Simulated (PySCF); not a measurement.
# Spin-rotation constants: `C[C@@H]1C[C@@](C)(F)C[C@H]1F`, C₇H₁₂F₂

Molfile (atoms numbered from 1):
```
C7H12F2
     RDKit          3D

 21 21  0  0  0  0  0  0  0  0999 V2000
    2.4192    0.4920    0.7349 C   0  0  0  0  0  0  0  0  0  0  0  0
    1.2460    0.1615   -0.1744 C   0  0  2  0  0  0  0  0  0  0  0  0
    0.0053    1.0220    0.0694 C   0  0  0  0  0  0  0  0  0  0  0  0
   -1.1599    0.2353   -0.5483 C   0  0  1  0  0  0  0  0  0  0  0  0
   -2.4937    0.4585    0.1479 C   0  0  0  0  0  0  0  0  0  0  0  0
   -1.3147    0.6648   -1.8677 F   0  0  0  0  0  0  0  0  0  0  0  0
   -0.7076   -1.2358   -0.5729 C   0  0  0  0  0  0  0  0  0  0  0  0
    0.7030   -1.2578    0.0214 C   0  0  1  0  0  0  0  0  0  0  0  0
    1.4938   -2.1921   -0.6096 F   0  0  0  0  0  0  0  0  0  0  0  0
    2.7614    1.5088    0.5592 H   0  0  0  0  0  0  0  0  0  0  0  0
    2.1310    0.3987    1.7805 H   0  0  0  0  0  0  0  0  0  0  0  0
    3.2445   -0.1886    0.5409 H   0  0  0  0  0  0  0  0  0  0  0  0
    1.5540    0.2545   -1.2204 H   0  0  0  0  0  0  0  0  0  0  0  0
    0.0859    2.0083   -0.3847 H   0  0  0  0  0  0  0  0  0  0  0  0
   -0.1606    1.1409    1.1409 H   0  0  0  0  0  0  0  0  0  0  0  0
   -2.4410    0.1211    1.1788 H   0  0  0  0  0  0  0  0  0  0  0  0
   -3.2742   -0.0933   -0.3709 H   0  0  0  0  0  0  0  0  0  0  0  0
   -2.7471    1.5159    0.1294 H   0  0  0  0  0  0  0  0  0  0  0  0
   -0.6583   -1.5786   -1.6074 H   0  0  0  0  0  0  0  0  0  0  0  0
   -1.3948   -1.8813   -0.0296 H   0  0  0  0  0  0  0  0  0  0  0  0
    0.6990   -1.5378    1.0821 H   0  0  0  0  0  0  0  0  0  0  0  0
  1  2  1  0
  2  3  1  0
  3  4  1  0
  4  5  1  0
  4  6  1  6
  4  7  1  0
  7  8  1  0
  8  9  1  0
  8  2  1  0
  1 10  1  0
  1 11  1  0
  1 12  1  0
  2 13  1  6
  3 14  1  0
  3 15  1  0
  5 16  1  0
  5 17  1  0
  5 18  1  0
  7 19  1  0
  7 20  1  0
  8 21  1  1
M  END
```

Computed with PySCF 2.14.0, GIAO PBE0/pcSseg-1 magnetisability, rotational g tensor and spin-rotation constants, non-relativistic, gas phase. Geometry: GFN2-xTB.

Task: Give the nuclear spin-rotation constants along the inertial axes (H = +C I·J) beside the isotropic shieldings.

Result: Rotational constants 2.4152, 1.1972, 0.9908 GHz. A star marks the isotopologue with that one atom substituted, in its own axes.
| atom | isotope | Caa (kHz) | Cbb (kHz) | Ccc (kHz) | mean (kHz) | σ (ppm) |
| --- | --- | --- | --- | --- | --- | --- |
| F6 | 19F | 2.492 | 0.826 | 0.825 | 1.381 | 323.6 |
| F9 | 19F | 1.322 | 0.733 | 0.342 | 0.799 | 384.6 |
| H10 | 1H | -0.265 | -0.006 | -0.082 | -0.118 | 30.5 |
| H11 | 1H | -0.276 | -0.132 | 0.013 | -0.132 | 31.2 |
| H12 | 1H | 0.004 | -0.101 | -0.105 | -0.068 | 30.0 |
| H13 | 1H | -0.277 | -0.125 | 0.044 | -0.119 | 29.2 |
| H14 | 1H | -0.235 | -0.035 | -0.056 | -0.108 | 29.4 |
| H15 | 1H | -0.297 | -0.105 | 0.004 | -0.132 | 30.7 |
| H16 | 1H | -0.236 | -0.148 | 0.010 | -0.125 | 31.0 |
| H17 | 1H | -0.139 | -0.024 | -0.113 | -0.092 | 30.0 |
| H18 | 1H | -0.148 | -0.027 | -0.109 | -0.095 | 30.1 |
| H19 | 1H | -0.266 | -0.058 | -0.019 | -0.114 | 29.1 |
| H20 | 1H | -0.250 | -0.071 | -0.018 | -0.113 | 29.4 |
| H21 | 1H | -0.227 | -0.122 | 0.055 | -0.098 | 27.2 |
| C1 | 13C* | 0.340 | 0.182 | 0.135 | 0.219 | 167.4 |
| C2 | 13C* | 0.457 | 0.190 | 0.194 | 0.280 | 143.1 |
| C3 | 13C* | 0.399 | 0.224 | 0.213 | 0.279 | 138.0 |
| C4 | 13C* | 0.683 | 0.346 | 0.224 | 0.418 | 86.1 |
| C5 | 13C* | 0.355 | 0.216 | 0.150 | 0.240 | 156.5 |
| C7 | 13C* | 0.410 | 0.224 | 0.219 | 0.284 | 135.8 |
| C8 | 13C* | 0.650 | 0.284 | 0.300 | 0.412 | 83.7 |

For the geometry as given, no vibrational averaging.
